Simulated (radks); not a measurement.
Values are calculated unless marked as measured or tabulated.
Task: These are the eigenvalues of the occupied orbitals of an atom or ion with whole-number occupations (Ry). Level of theory: Dirac Kohn-Sham, relativistic LDA (MacDonald-Vosko exchange, VWN5 correlation), spin-unpolarised, spherical densities, finite nucleus; Fermi nuclear charge, rms radius of each element as measured or else 0.836 A^(1/3) + 0.57 fm (a radial shooting solver on a logarithmic mesh with Libxc functionals).

orbital  eigenvalue
1s1/2     -229.1930
2s1/2     -22.73918
2p1/2     -18.01278
2p3/2     -17.84923
3s1/2      -2.68957
3p1/2      -1.64147
3p3/2      -1.62660

Which element is it, and in what charge state? The configuration may be excited. Open shells, if any, fill j = l - 1/2 first.

Result: Z = 18, argon, charge +1: Ar+ in [Ne] 3s2 3p5. The list shows which subshells hold electrons but not how many an open one holds; the 1s level, -114.6 hartree, gives Z - s = 15.1 by -(Z - s)^2/2, which with screening and relativity narrows Z to a few neighbours, and the depths of the outer levels then fix element, charge and occupations together.
